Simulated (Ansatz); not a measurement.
This singlet lies 1.53 eV below the relaxed triplet at the level frozen-core CCSD(T)/aug-cc-pVDZ // PBE0-D3(BJ)/def2-TZVPD (Ansatz, a program for electronic structure).

Species: CHAlNO, SMILES `N#[C][Al-][OH]` (lower singlet) (charge -1, multiplicity 1).

**Question.** Give a relaxed geometry from PBE0-D3(BJ)/def2-TZVPD (Ansatz).

**Answer.** Several could match; the one computed here: the end point of this relaxation, one of several conformers (outside a Z-matrix the atoms follow the SMILES, hydrogens last).
Cartesian coordinates (Å) in one orientation:
```xyz
5

N      2.179    -0.678     0.126
C      1.225    -0.020     0.049
Al    -0.402     1.366    -0.102
O     -1.659     0.117    -0.071
H     -1.343    -0.786    -0.003
```
